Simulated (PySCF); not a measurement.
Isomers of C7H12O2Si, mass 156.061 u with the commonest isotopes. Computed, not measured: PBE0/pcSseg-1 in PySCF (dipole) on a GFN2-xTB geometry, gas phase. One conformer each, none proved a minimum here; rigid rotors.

Task: Order these by dipole moment, largest first.
A. `[CH2:1]=[CH:2][C@:3]([CH:4]=[O:5])([CH2:6][SiH3:7])[C:8]([CH3:9])=[O:10]` with C1–C2–C3–C4 -77°, C2–C3–C4–O5 -95°, C2–C3–C6–Si7 74°, C2–C3–C8–C9 70°
B. `[CH2:1]=[C:2]1[CH2:3][O:4][C@@H:5]([C:6]([CH3:7])=[O:8])[CH2:9][SiH2:10]1` with O4–C5–C6–C7 22°, C1–C2–C3–O4 134°, C2–C3–O4–C5 69°, C3–O4–C5–C6 163°, O4–C5–C9–Si10 58°
C. `[CH3:1][O:2][SiH2:3][CH2:4][C:5](=[C:6]=[O:7])[CH:8]1[CH2:9][CH2:10]1` with C1–O2–Si3–C4 -61°, O2–Si3–C4–C5 -175°, Si3–C4–C5–C6 -113°, C4–C5–C8–C9 -110°
D. `[CH3:1][CH2:2][O:3][C:4]1=[CH:5][C:6](=[O:7])[Si@H:8]1[CH2:9][CH3:10]` with C1–C2–O3–C4 180°, C2–O3–C4–C5 0°, C6–Si8–C9–C10 150°

Result: D (4.55 D), A (3.43 D), B (2.92 D), C (1.36 D).

Task: Order these by rotational constant A, largest first.
A. `[CH3:1][O:2][SiH2:3][CH2:4][C:5](=[C:6]=[O:7])[CH:8]1[CH2:9][CH2:10]1` with C1–O2–Si3–C4 -61°, O2–Si3–C4–C5 -175°, Si3–C4–C5–C6 -113°, C4–C5–C8–C9 -110°
B. `[CH2:1]=[C:2]1[CH2:3][O:4][C@@H:5]([C:6]([CH3:7])=[O:8])[CH2:9][SiH2:10]1` with O4–C5–C6–C7 22°, C1–C2–C3–O4 134°, C2–C3–O4–C5 69°, C3–O4–C5–C6 163°, O4–C5–C9–Si10 58°
C. `[CH3:1][CH2:2][O:3][C:4]1=[CH:5][C:6](=[O:7])[Si@H:8]1[CH2:9][CH3:10]` with C1–C2–O3–C4 180°, C2–O3–C4–C5 0°, C6–Si8–C9–C10 150°
D. `[CH2:1]=[CH:2][C@:3]([CH:4]=[O:5])([CH2:6][SiH3:7])[C:8]([CH3:9])=[O:10]` with C1–C2–C3–C4 -77°, C2–C3–C4–O5 -95°, C2–C3–C6–Si7 74°, C2–C3–C8–C9 70°
E. `[CH3:1][O:2][C:3]1=[CH:4][C@@H:5]([C:6]([CH3:7])=[O:8])[SiH2:9][CH2:10]1` with C1–O2–C3–C4 1°, C4–C5–C6–C7 29°

Result: B (2275 MHz), A (1912 MHz), E (1794 MHz), D (1660 MHz), C (1313 MHz).

Task: Order these by rotational constant C, smallest first.
A. `[CH3:1][O:2][SiH2:3][CH2:4][C:5](=[C:6]=[O:7])[CH:8]1[CH2:9][CH2:10]1` with C1–O2–Si3–C4 -61°, O2–Si3–C4–C5 -175°, Si3–C4–C5–C6 -113°, C4–C5–C8–C9 -110°
B. `[CH3:1][CH2:2][O:3][C:4]1=[CH:5][C:6](=[O:7])[Si@H:8]1[CH2:9][CH3:10]` with C1–C2–O3–C4 180°, C2–O3–C4–C5 0°, C6–Si8–C9–C10 150°
C. `[CH2:1]=[CH:2][C@:3]([CH:4]=[O:5])([CH2:6][SiH3:7])[C:8]([CH3:9])=[O:10]` with C1–C2–C3–C4 -77°, C2–C3–C4–O5 -95°, C2–C3–C6–Si7 74°, C2–C3–C8–C9 70°
D. `[CH3:1][O:2][C:3]1=[CH:4][C@@H:5]([C:6]([CH3:7])=[O:8])[SiH2:9][CH2:10]1` with C1–O2–C3–C4 1°, C4–C5–C6–C7 29°
E. `[CH2:1]=[C:2]1[CH2:3][O:4][C@@H:5]([C:6]([CH3:7])=[O:8])[CH2:9][SiH2:10]1` with O4–C5–C6–C7 22°, C1–C2–C3–O4 134°, C2–C3–O4–C5 69°, C3–O4–C5–C6 163°, O4–C5–C9–Si10 58°

Result: A (476.5 MHz), B (511.2 MHz), E (602.1 MHz), D (622.6 MHz), C (786.7 MHz).

```csv
SMILES,point group,Ia (u·Å²),Ib (u·Å²),Ic (u·Å²),κ,μa (D),μb (D),μc (D)
CCOC1=CC(=O)[Si@H]1CC,C1,384.91,660.72,988.62,-0.37,3.73,2.60,0.25
C=C1CO[C@@H](C(C)=O)C[SiH2]1,C1,222.13,699.71,839.30,-0.86,2.61,1.13,0.68
CO[SiH2]CC(=C=O)C1CC1,C1,264.26,878.53,1060.53,-0.86,1.04,0.47,0.74
C=C[C@](C=O)(C[SiH3])C(C)=O,C1,304.50,615.13,642.38,-0.92,2.15,0.80,2.56
COC1=C[C@@H](C(C)=O)[SiH2]C1,C1,281.69,640.98,811.70,-0.72,3.49,0.27,0.53
```
